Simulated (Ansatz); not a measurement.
The first iterations of a band of GeH4 + H (6 atoms, charge 0, multiplicity 2).

Method: UHF/def2-SVP in Ansatz.

| Item | Value |
| --- | --- |
| movable images | 7 |
| climbing image | yes |
| spring | 5.0 eV/Å² |
| optimiser | quadratic models (default) |
| start path | straight line |
| force threshold | 0.03 eV/Å |
| iteration limit | 60 |
| end points | relaxed |

First end point:

```xyz
6
Properties=species:S:1:pos:R:3
Ge 0.003 0.000 -0.380
H 0.009 0.000 1.154
H 1.446 0.000 -0.897
H -0.722 1.252 -0.888
H -0.722 -1.252 -0.888
H -0.012 0.000 4.911
```

Last end point:

```xyz
6
Properties=species:S:1:pos:R:3
Ge -0.002 0.000 -0.878
H 0.005 0.000 3.594
H 1.458 0.000 -1.351
H -0.732 1.264 -1.347
H -0.732 -1.264 -1.347
H 0.006 0.000 4.341
```

| iteration | highest image above the first end (eV) | largest band force component (eV/Å) |
| --- | --- | --- |
| 1 | 2.841 | 4.126 |
| 2 | 2.740 | 4.390 |
| 3 | 2.566 | 4.138 |
| 4 | 2.513 | 4.119 |
| 5 | 2.311 | 4.571 |
| 6 | 1.872 | 3.079 |
| 7 | 1.474 | 24.353 |

**Question.** Does the band converge within its limit, and where does its top end?

**Answer.** The run converged. It ended after 22 iterations with the highest image 0.534 eV above the first end. Another band between the same ends (7 images) ends at a top of the same energy, where a vibrational analysis finds 1 clearly imaginary mode.

The run took 110 s on 1 thread of Arm Neoverse V1, with other jobs on the host, peak memory 0.14 GiB.
